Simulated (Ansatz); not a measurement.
Input for Ansatz (a first-principles code): U-r2SCAN/def2-TZVPP on AlH2I (SMILES [AlH2][I]), a point of a bond scan (R = 1.414 Å). Elements past Kr take the def2 small-core potentials; no spin–orbit coupling.

Ansatz 0.2 input:
```yaml
crystal:
  periodic: [false, false, false]
  atoms:
    - {symbol: Al, position_ang: [-1.02948799, -1.59301317, 0.26750098]}
    - {symbol: H, position_ang: [-0.57034408, -2.52074048, 1.23022099]}
    - {symbol: H, position_ang: [-2.32698290, -1.78051460, -0.59760769]}
    - {symbol: I, position_ang: [0.30621990, 0.47383976, -0.07956783]}
basis:
  gaussian:
    orbitals: def2-TZVPP
hamiltonian:
  xc: {name: r2SCAN}
magnetization: {spin_polarized: true, initial_magnetization: 0}
```

It printed:

```
WARN ansatz: RAYON_NUM_THREADS=1 ignored (pool sized by the plan → 1); use --threads N
Functional definition: r2SCAN
integrals: 0.04 GiB planned
754 factors; their error is unknown
mean field: 0.41 GiB planned
mean field evaluation 1: about -14733.3742 eV, gradient 9.9e0 eV
mean field evaluation 2: about -14733.8517 eV, gradient 6.5e0 eV
mean field evaluation 4: about -14734.0282 eV, gradient 7.2e-1 eV
mean field evaluation 8: about -14734.0198 eV, gradient 1.6e-2 eV
mean field -14734.01983420 eV, -541.4652418293 hartree, gradient 1.6e-5 eV, S^2 0.000000; 0 other end points of the search recorded, 0 dependent functions left out
reference -14734.01984852 eV, -541.4652423559 hartree; 20, 20 occupied and 100, 100 virtual orbitals, 754 factors
Total energy: -14734.01984852 eV, -541.4652423559 hartree
```

Self-consistency was reached.

Cost: very roughly 6 core-seconds.
